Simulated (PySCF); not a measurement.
Stepwise substitution at one centre (B SH-H). Isolated molecules, 0 K electronic values unless said otherwise. One relaxed conformer stands for each flexible species; it need not be the lowest. Strings in code marks are SMILES.

Calculation: PySCF with CAM-B3LYP-D3(BJ)/def2-TZVP. All candidates: neutral, multiplicity 1. Delta-SCF ions had no search for a lower state. 

* **vertical ionisation energy (Delta-SCF)**: 13.19 eV
* **HOMO–LUMO gap**: 10.58 eV
* **HOMO**: -11.46 eV

Q: Which member has these values?
A) `BS` (H–B–S–H torsion 0°)
B) `B`
C) `SBS` (H–S–B–S torsion 0°, S–B–S–H torsion 0°)
D) `SB(S)S`

A: B, `B`. The others give `SBS` (H–S–B–S torsion 0°, S–B–S–H torsion 0°): 9.89 eV, 9.10 eV, -8.90 eV; `SB(S)S`: 9.69 eV, 9.21 eV, -8.82 eV; `BS` (H–B–S–H torsion 0°): 10.98 eV, 9.58 eV, -9.77 eV
